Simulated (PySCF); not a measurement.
## Energy of Li²⁺ (lithium, charge +2) between two integer charges

The 1s alpha orbital of 1s1 is emptied in steps (occupation f), with all orbitals relaxed, ending at no electrons. All numbers are calculated (PySCF 2.14, no relativity, point nucleus, in def2-TZVP). The exact energy is a straight line in f; departures are measured from the line between the end points of the same method.

```csv
f,UHF (eV)
1,0.000
0.8,0.000
0.6,0.000
0.4,0.000
0.2,0.000
0,0.000
```

```
method  E(f=0) − E(f=1) (eV)  −ε at f=1 (eV)  −ε at f=0.4 (eV)
   UHF                122.41          122.41            122.41
```

Orbital energy along the path (eV):

```json
{"f": "1", "UHF": "-122.41"}
{"f": "0.8", "UHF": "-122.41"}
{"f": "0.6", "UHF": "-122.41"}
{"f": "0.4", "UHF": "-122.41"}
{"f": "0.2", "UHF": "-122.41"}
{"f": "0", "UHF": "-122.41"}
```

Reference removal energy between the ground levels: 122.45 eV (theoretical estimate listed by NIST; NIST Atomic Spectra Database, ionization energies). UHF lacks correlation.
